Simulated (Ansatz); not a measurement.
The inner images of a band of AsBFH₅Si (9 atoms, charge 0, multiplicity 1) are given out of order.

Level of theory: RKS BHLYP/def2-SVP in Ansatz.

Initial state:

```xyz
9
Properties=species:S:1:pos:R:3
B -0.733 1.065 0.745
Si 0.817 0.443 -0.324
F 2.235 0.591 0.455
As 0.421 -1.889 -0.623
H -1.779 1.276 0.200
H -0.691 1.106 1.941
H 0.996 1.042 -1.664
H -0.838 -1.631 -1.429
H -0.340 -2.049 0.680
```

Final state:

```xyz
9
Properties=species:S:1:pos:R:3
B -0.699 0.761 0.307
Si 1.533 0.470 -0.992
F 2.404 0.267 0.378
As -0.186 -1.133 -0.278
H -1.636 1.182 -0.314
H -0.621 0.910 1.493
H 0.312 1.432 -0.194
H -1.105 -1.821 -1.222
H 0.085 -2.114 0.805
```

Question: Put them in order from the first end to the last, with their energies above the first end.
A.
```xyz
9
Properties=species:S:1:pos:R:3
B -0.493 0.581 0.319
Si 1.449 0.488 -0.928
F 2.405 0.661 0.376
As 0.112 -1.520 -0.246
H -1.603 0.751 -0.087
H -0.228 0.676 1.482
H 0.203 1.446 -0.353
H -0.823 -1.581 -1.425
H -0.932 -1.549 0.845
```
B.
```xyz
9
Properties=species:S:1:pos:R:3
B -0.666 0.824 0.750
Si 0.914 0.540 -0.359
F 2.376 0.688 0.324
As 0.277 -1.771 -0.350
H -1.722 0.944 0.201
H -0.610 0.695 1.937
H 1.013 1.093 -1.720
H -0.694 -1.584 -1.497
H -0.799 -1.475 0.699
```
C.
```xyz
9
Properties=species:S:1:pos:R:3
B -0.597 0.658 0.274
Si 1.541 0.504 -0.966
F 2.430 0.573 0.392
As -0.050 -1.275 -0.276
H -1.641 1.021 -0.185
H -0.367 0.751 1.449
H 0.256 1.445 -0.306
H -0.994 -1.717 -1.341
H -0.489 -2.006 0.943
```
D.
```xyz
9
Properties=species:S:1:pos:R:3
B -0.693 0.211 0.532
Si 1.390 0.411 -0.828
F 2.443 0.699 0.381
As 0.233 -1.553 -0.242
H -1.610 0.699 -0.055
H -0.260 0.600 1.573
H 0.342 1.486 -0.702
H -0.657 -1.543 -1.463
H -1.099 -1.056 0.786
```
E.
```xyz
9
Properties=species:S:1:pos:R:3
B -0.651 0.314 0.636
Si 1.011 0.480 -0.401
F 2.450 0.654 0.313
As 0.237 -1.687 -0.274
H -1.579 0.728 -0.007
H -0.436 0.531 1.788
H 0.765 1.499 -1.389
H -0.702 -1.578 -1.449
H -1.006 -0.987 0.767
```

Answer: B (+5.5 kJ/mol), E (+73.1 kJ/mol), D (+158.5 kJ/mol), A (+95.8 kJ/mol), C (+85.0 kJ/mol).

The run took 4.7 min on 2 threads of Intel(R) Xeon(R) Platinum 8488C (Sapphire Rapids) (shared host), peak memory 0.25 GiB.
